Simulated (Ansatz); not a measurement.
A nudged elastic band was laid between two geometries of BFH3N + H4Si (11 atoms, charge 0, multiplicity 1).

Level of theory: RKS B3LYP-D4/def2-SVP (Ansatz).

* movable images: 9
* climbing image: yes
* spring: 5.0 eV/Å²
* optimiser: quadratic models (default)
* start path: through a guess of the saddle point
* force threshold: 0.05 eV/Å
* iteration limit: 60
* end points: relaxed

Initial state:

```xyz
11
Properties=species:S:1:pos:R:3
B 0.084 -0.786 -0.374
H -0.210 -1.943 -0.196
N 1.284 -0.410 -0.972
H 1.971 -1.083 -1.286
H 1.542 0.561 -1.115
F -0.778 0.167 0.025
Si 0.074 2.847 1.383
H 0.470 4.120 2.054
H 1.072 2.557 0.313
H -1.278 3.009 0.786
H 0.081 1.749 2.387
```

Final state:

```xyz
11
Properties=species:S:1:pos:R:3
B 0.704 0.418 -0.222
H -1.321 -0.113 2.316
N 1.537 0.146 -1.308
H 1.693 -0.800 -1.647
H 2.034 0.861 -1.822
F 0.096 -0.627 0.380
Si 0.385 2.307 0.469
H 0.839 2.455 1.886
H 1.139 3.302 -0.359
H -1.064 2.673 0.414
H -1.728 0.164 2.897
```

(1) Which bonds break or form, and what moves?

(2) Give the energies along the band, and the barrier.

(3) What is the geometry of the highest image?

The band took 21 iterations and about 7 core-minutes.

## Answers

(1) Bonds broken: B1–H2, Si7–H11. Bonds formed: B1–Si7, H2–H11. BFH3N + H4Si becomes BFH5NSi + H2.

(2) It converged. The highest image is number 5 of 0 to 10, 2.35 eV above the first end and 1.83 eV above the last; the last end lies 0.52 eV above the first. Neighbouring images differ by up to 1.6 eV, so the band resolves the path poorly. A vibrational analysis at the climbing image gives one clearly imaginary mode, 978i cm⁻¹: a first-order saddle point. The orbitals stay closed-shell, which can raise the energy where a bond breaks towards radicals; this wasn't checked here.

```csv
image,path coordinate (Å),energy (eV),B1–H2 (Å),Si7–H11 (Å),B1–Si7 (Å)
0,0.00,0.00,1.21,1.49,4.04
1,0.98,0.00,1.21,1.49,3.82
2,1.95,0.02,1.21,1.49,3.63
3,2.93,0.10,1.21,1.48,3.32
4,3.90,0.79,1.21,1.51,2.75
5,4.88,2.35,1.36,1.98,2.18
6,6.11,0.95,2.26,2.67,2.04
7,7.35,0.57,2.79,3.59,2.04
8,8.58,0.53,3.03,4.10,2.04
9,9.82,0.52,3.28,4.15,2.04
10,11.05,0.52,3.29,3.87,2.04
```

(3) 
```xyz
11
Properties=species:S:1:pos:R:3:forces:R:3
B 0.094 0.264 0.055 0.01 -0.01 0.00
H -0.063 -0.582 1.110 0.00 0.00 0.00
N 1.474 0.047 -0.372 -0.01 -0.01 -0.02
H 1.697 -0.896 -0.683 0.00 0.01 0.01
H 1.822 0.707 -1.063 0.00 0.00 0.01
F -1.024 0.104 -0.745 0.00 0.00 0.00
Si 0.094 2.310 0.796 0.00 0.00 0.00
H 1.015 2.588 1.936 0.00 0.00 0.00
H 0.629 2.959 -0.439 0.00 0.00 0.00
H -1.254 2.871 1.102 0.00 0.00 0.00
H -0.171 0.418 1.308 0.00 0.00 0.00
```

Time of the run: 3.8 min on 2 threads of Intel(R) Xeon(R) 6975P-C (Granite Rapids) (shared host), peak memory 0.2 GiB.
